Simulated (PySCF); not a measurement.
# One molecule, several mistakes: BCH3NO

Calculated results; nothing here was measured. The program is PySCF 2.14.0, an open-source quantum chemistry code, run on an isolated molecule that a program drew, which may never have been made. The molecule is BCH3NO (charge 0, doublet), drawn as the SMILES string `[CH2]NB=O`.

Each row is a Hartree-Fock (HF) and frozen-core CCSD(T) single point in the cc-pVDZ basis, meant for a local HF minimum. Run 1 is clean. Each other run has one planted mistake out of seven kinds, and not every kind appears here: one electron removed, one electron added, multiplicity raised by two, geometry at a saddle point, minimal basis STO-3G, one bond length entered in bohr, all coordinates scaled. The reference is restricted for singlets and unrestricted otherwise, and also for a bond in bohr. Adding or removing an electron swaps singlet and doublet. Electrons count all cores. HOMO and LUMO are orbital energies over both spins, the gradient is its largest component, and the lowest frequency (negative if imaginary) is given only where the gradient is small. Bond lengths are over the 6 bonds as drawn. T1 is the CCSD diagnostic: over 0.02 (restricted) or 0.045 (unrestricted) a single reference is doubtful.

Geometry of the clean run:
```xyz
7
BCH3NO, angstrom
C     1.6389   -0.4436   -0.7880
N     1.6339   -1.2166    0.3861
B     0.6131   -1.2408    1.3254
O    -0.2573   -1.2606    2.1445
H     0.9079    0.3497   -0.8496
H     2.5908   -0.3261   -1.2851
H     2.3727   -1.8828    0.4815
```

```
run  electrons  basis functions  <S^2>  HOMO (eV)  LUMO (eV)  gradient (hartree/bohr)  lowest frequency (cm^-1)  mean bond (Å)  longest bond (Å)      T1  HF (hartree)  CCSD(T) (hartree)                     mistake
  1         29               71  0.760      -9.17       3.68                  2.9e-05                       194         1.1915             1.406  0.0189    -193.65675         -194.23793                    no fault
  2         29               71  0.759      -8.95       3.82                  5.5e-02                         -         1.1569             1.365  0.0176    -193.64891         -194.22289      all coordinates scaled
  3         29               71  3.799      -3.33      -2.24                  9.6e-02                         -         1.1915             1.406  0.0635    -193.37402         -193.94807  multiplicity raised by two
  4         29               71  1.649     -10.28       0.73                  1.4e-02                         -         1.3999             2.656  0.0326    -193.50237         -194.05378                           ?
```

**Which mistake was planted in run 4, and what did it cost?**

The mean bond changes by a factor of 1.175 and the longest by 1.889, so the molecule wasn't scaled as a whole. A length L in bohr read as angstrom grows by (1/0.5292 - 1) L = 0.890 L. The 6 bonds together grew by 6 x 0.2084 = 1.250 Å, which gives L = 1.405 Å. That is bond C1-N2, 1.406 Å in the clean geometry. So the mistake is: one bond length entered in bohr. Subtracting run 1 and multiplying by 627.51 kcal/mol a hartree, the energy moved by 96.9 kcal/mol in HF and 115.6 kcal/mol in CCSD(T).

Cautions from the logs. Run 3: T1 is over the limit, so its CCSD(T) energy is less reliable.
